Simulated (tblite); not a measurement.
C₅H₄F₃P.
Bonds: C1–C2 (double), C2–P3, P3–C4, C4–C5 (double), C5–C6, C6–F7, C6–F8, C6–F9, P3–C5. Hydrogens: H10, H11 on C1; H12 on C2; H13 on C4.

Computed with GFN2-xTB (tblite), gas phase: L-BFGS steps from a force-field or distance-geometry start until the largest atomic force falls under 0.01 eV/Å.

Step 0: E = -797.8977 eV
```
atom  x, y, z in Å  |  force x, y, z in eV/Å
C1      2.9666   -0.5163    0.0372   -1.238   0.017  -0.005
C2      1.6239   -0.5184    0.0736    0.270  -0.015   0.901
P3      0.6088    0.5001   -1.0554    0.213   0.306  -1.240
C4     -0.5453    1.6349   -0.1592   -0.735  -1.309   0.148
C5     -1.1770    0.5099   -0.5578    0.571   0.712   0.635
C6     -2.4542   -0.2967   -0.6430    0.538   0.421   1.178
F7     -2.3019   -1.5357   -0.0357   -0.173   1.253  -0.952
F8     -3.4395    0.3279    0.1301    0.701  -0.806  -1.460
F9     -2.8159   -0.4860   -1.9389   -0.164   0.152   1.516
H10     3.5236    0.0897   -0.6602   -0.028  -0.087   0.100
H11     3.4916   -1.1432    0.7374    0.261   0.032  -0.146
H12     1.1209   -1.1533    0.8120    0.056   0.182  -0.233
H13    -0.6061    2.5876    0.3807   -0.271  -0.858  -0.443
```

Step 1: E = -798.0876 eV
```
atom  x, y, z in Å  |  force x, y, z in eV/Å
C1      2.9489   -0.5161    0.0372    0.217  -0.048   0.070
C2      1.6277   -0.5186    0.0864   -0.779   0.335   0.349
P3      0.6119    0.5044   -1.0731    0.293   0.100  -0.857
C4     -0.5558    1.6162   -0.1571    0.130   0.258   0.612
C5     -1.1688    0.5200   -0.5488   -0.231  -0.745   0.086
C6     -2.4465   -0.2907   -0.6261    0.644   0.482   0.638
F7     -2.3044   -1.5178   -0.0493    0.017   0.662  -0.546
F8     -3.4295    0.3164    0.1093    0.288  -0.400  -0.970
F9     -2.8182   -0.4838   -1.9172   -0.110   0.206   1.134
H10     3.5232    0.0885   -0.6588   -0.206  -0.172   0.196
H11     3.4953   -1.1428    0.7353    0.098   0.156  -0.277
H12     1.1217   -1.1507    0.8087   -0.101   0.031  -0.016
H13    -0.6100    2.5753    0.3744   -0.258  -0.865  -0.419
```

**Question.** Estimate the geometry and energy of step 2. (The exact step hangs on the optimiser's Hessian estimate; all steps are aligned on step 1, rigid shifts and turns removed.)

**Answer.** E = -798.2158 eV, largest force 0.921 eV/Å
```
atom  x, y, z in Å  |  force x, y, z in eV/Å
C1      2.9401   -0.5170    0.0388   -0.178  -0.048   0.154
C2      1.6123   -0.5108    0.1049   -0.031   0.728  -0.517
P3      0.6212    0.5103   -1.1074   -0.206   0.047   0.075
C4     -0.5610    1.6076   -0.1408    0.392  -0.793  -0.257
C5     -1.1679    0.5103   -0.5396    0.702  -0.118   0.049
C6     -2.4251   -0.2745   -0.5977    0.531   0.243  -0.391
F7     -2.3060   -1.4880   -0.0730    0.347  -0.611   0.282
F8     -3.4147    0.2978    0.0698   -0.649   0.485   0.112
F9     -2.8227   -0.4772   -1.8732   -0.063   0.254   0.141
H10     3.5180    0.0834   -0.6530   -0.219  -0.089   0.096
H11     3.5006   -1.1387    0.7271    0.052   0.094  -0.179
H12     1.1199   -1.1479    0.8057   -0.408  -0.202   0.320
H13    -0.6192    2.5451    0.3594   -0.268   0.011   0.115
```

The energy changes by -0.1282 eV. The first-order estimate −F·Δx gives -0.2826 eV and the mean of the old and new forces, exact on a quadratic surface, -0.1237 eV. The step makes an angle of 22° with the force vector and moves no atom by more than 0.046 Å.

The cost below is that of the whole relaxation. Hardware: an Arm Neoverse V2 with one thread, on a shared host. Cost: 0.46 s.
